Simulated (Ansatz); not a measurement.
The cluster Cs3Cl3. The state is a singlet with charge 0. Geometry PBE0-D4/def2-SVP, basis def2-TZVP, Ansatz.

Cartesian coordinates in Å:
```
Cs -1.8064 1.9195 2.4176
Cs 1.8991 -2.9635 0.6323
Cs 0.0918 0.7077 -1.7449
Cl 1.5640 -2.1271 -2.3342
Cl 0.3921 -0.2803 1.5817
Cl -2.1406 2.7437 -0.5525
```

```
run  HOMO (eV)  LUMO (eV)
  A      -4.96      -1.21
  B      -6.22      -0.76
  C      -5.21      -0.60
  D      -5.25      -1.08
  E      -6.41      -0.41
```

In the def2 sets Cs takes a core potential; there is no spin–orbit coupling. Another isomer (singlet) lies 0.02 eV lower at PBE0-D4/def2-TZVP; other spin states weren't run for this one.

The runs used B97M-V, PBE, PBE0, r2SCAN, r2SCAN0. Estimate which is which.

A PBE (0 % exact exchange); B PBE0 (25 % exact exchange); C r2SCAN (0 % exact exchange); D B97M-V (0 % exact exchange); E r2SCAN0 (25 % exact exchange). Exact exchange lowers occupied and raises empty levels; among semilocal functionals meta-GGAs tend to open the gap a little, and such runs are hard to tell apart. The gap grows from 3.75 eV (PBE) to 6.00 eV (r2SCAN0).
